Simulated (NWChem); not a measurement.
Molecule: GeH2F2; SMILES [F][GeH2][F]

```xyz
5

Ge     0.0000     0.0000    -0.2986
F     -1.3721     0.0000     0.7531
F      1.3721     0.0000     0.7531
H      0.0000     1.3186    -1.0725
H      0.0000    -1.3186    -1.0725
```
Atoms are numbered in this order, from 1.

Level: PBE0/def2-SVP (NWChem), optimised geometry, unscaled harmonic frequencies. 

Question: List the harmonic frequencies with IR intensities, and the thermochemistry.

Answer: 
```csv
frequency (cm⁻¹),IR intensity (km/mol)
240,17.2
599,84.1
653,0.0
729,67.9
746,94.7
834,82.6
856,57.0
2214,32.9
2231,115.8
```

The zero-point energy is 13.0 kcal/mol. The thermal correction to the enthalpy at 298.15 K (with zero-point energy) comes out as 16.1 kcal/mol and the heat capacity Cv is 12.4 cal/(mol K). The entropy at 298.15 K and 1 atm (symmetry number 2) is 66.2 cal/(mol K) and the dipole moment is 2.58 D.

Rigid rotor and harmonic oscillator.
